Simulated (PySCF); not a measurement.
# Deuteron quadrupole couplings in `C=C[P@@H+]1CC[C@H](CC)C1`

C8H16P (charge +1).
SMILES with atom numbers: `[CH2:1]=[CH:2][P@@H+:3]1[CH2:4][CH2:5][C@H:6]([CH2:7][CH3:8])[CH2:9]1` (hydrogens: H10, H11 on C1; H12 on C2; H13 on P3; H14, H15 on C4; H16, H17 on C5; H18 on C6; H19, H20 on C7; H21, H22, H23 on C8; H24, H25 on C9)

Geometry (GFN2-xTB, Å), atoms numbered from 1 in this order:
```
atom  x, y, z in Å
C1     3.5541    1.0580    0.0041
C2     2.2821    0.7934   -0.2620
P3     1.3498   -0.4455    0.6327
C4     0.5988   -1.7494   -0.3942
C5    -0.8207   -1.8798    0.1806
C6    -1.3040   -0.4816    0.5845
C7    -1.5937    0.3953   -0.6373
C8    -2.3574    1.6682   -0.2912
C9    -0.1787    0.1248    1.4445
H10    4.0963    1.8097   -0.5458
H11    4.1039    0.5402    0.7746
H12    1.7343    1.3161   -1.0368
H13    2.2120   -0.9887    1.5629
H14    0.5873   -1.4212   -1.4366
H15    1.1634   -2.6811   -0.3396
H16   -1.4894   -2.3336   -0.5492
H17   -0.8028   -2.5244    1.0611
H18   -2.2166   -0.5649    1.1793
H19   -0.6493    0.6588   -1.1251
H20   -2.1873   -0.1798   -1.3496
H21   -3.3101    1.4242    0.1710
H22   -2.5573    2.2380   -1.1942
H23   -1.8004    2.3063    0.3908
H24   -0.1972   -0.2714    2.4636
H25   -0.2280    1.2127    1.4999
```

Level: PBE0/pcSseg-1 (PySCF, non-relativistic); Q(2H) = 0.00286 b; rigid geometry, the same for H and D, with no vibrational averaging.

Question: Rank these positions by the coupling χzz of a deuteron there, largest first.
A. H10 (vinylic hydrogen)
B. H12 (vinylic hydrogen)
C. H18 (methine hydrogen)
D. H25 (methylene hydrogen)
E. H13 (P–H hydrogen)

Answer: A (217 kHz), B (213 kHz), D (203 kHz), C (198 kHz), E (134 kHz).

Question: Tabulate Vzz, the asymmetry η and χzz = 234.96 MHz × Q × Vzz for every hydrogen position.

Answer: 
| atom | bonded to | bond length (Å) | Vzz (au) | η | χzz (kHz) |
| --- | --- | --- | --- | --- | --- |
| H10 | C1 | 1.078 | 0.3232 | 0.02 | 217 |
| H11 | C1 | 1.079 | 0.3218 | 0.04 | 216 |
| H12 | C2 | 1.083 | 0.3167 | 0.09 | 213 |
| H13 | P3 | 1.380 | 0.1995 | 0.04 | 134 |
| H14 | C4 | 1.093 | 0.2968 | 0.04 | 199 |
| H15 | C4 | 1.091 | 0.3019 | 0.03 | 203 |
| H16 | C5 | 1.089 | 0.3039 | 0.02 | 204 |
| H17 | C5 | 1.091 | 0.2985 | 0.02 | 201 |
| H18 | C6 | 1.092 | 0.2952 | 0.01 | 198 |
| H19 | C7 | 1.095 | 0.3027 | 0.05 | 203 |
| H20 | C7 | 1.091 | 0.3007 | 0.03 | 202 |
| H21 | C8 | 1.087 | 0.3125 | 0.03 | 210 |
| H22 | C8 | 1.086 | 0.3135 | 0.02 | 211 |
| H23 | C8 | 1.087 | 0.3154 | 0.04 | 212 |
| H24 | C9 | 1.094 | 0.2968 | 0.03 | 199 |
| H25 | C9 | 1.090 | 0.3023 | 0.02 | 203 |

Question: Average by the element that carries the hydrogen.

Answer: on C: 206 kHz over 15 positions, mean bond length 1.088 Å; on P: 134 kHz over 1 position, mean bond length 1.380 Å.

Question: How does χzz go with the bond length over the 15 C–H bonds?

Answer: A straight-line fit has a slope of -11.4 kHz for each 0.01 Å, with a correlation coefficient of -0.93, over lengths from 1.078 to 1.095 Å. The longer bonds have the smaller couplings here.

Question: Give the 2H NMR doublet splittings at H19 for a magnetic field along the z, y and x axes of the gradient: 3χ/2, 3χ(1 + η)/4, 3χ(1 − η)/4.

Answer: With |χ| = 203.4 kHz and η = 0.050: 305, 160 and 145 kHz, to first order and without motion.

Isolated species at its GFN2-xTB geometry (one conformer only). GFN2-xTB bond lengths can be off by several hundredths of an ångström, more for odd bonds, and the gradients follow them. The basis is small and wasn't made for field gradients, so the couplings can be 20 % off.
